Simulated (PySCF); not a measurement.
**Electron correlation in Os⁶⁰⁺ (osmium, charge +60)**

[Ne] 3s2 3p4, high-spin 3P determinant. Computed with PySCF 2.14 in an uncontracted even-tempered set (17 s from 16 bohr⁻², ratio 2.5; 12 p from 20 bohr⁻², ratio 2.5; 4 d from 84 bohr⁻², ratio 2.7; 4 f from 130 bohr⁻², ratio 2.7), with scalar relativity by spin-free X2C-1e. Frozen: 1s2; 14 electrons correlated; the 20 highest virtual orbitals of each spin left out.

| level | correlation energy (mhartree) |
| --- | --- |
| CCSD | -620.99 |
| (T) | -0.55 |
| CCSD(T) | -621.54 |

Diagnostics: T1 = 0.00027, D1 = 0.0012, largest double amplitude 0.013.

Problem. Is a single reference adequate?

Solution. Yes, within this model without spin-orbit coupling: T1 lies below 0.03 and no double amplitude reaches 0.07.

At this charge the one-electron X2C treatment keeps the bare 1/r₁₂, with no two-electron picture change or Breit term. The effect here is smaller than on the frozen 1s shell; and a scalar Hamiltonian misses the large spin-orbit splitting of the p shells, which matters for ns² → np² pairs.

Spin-orbit coupling is strong in this species, so the high-spin LS determinant is a model state.
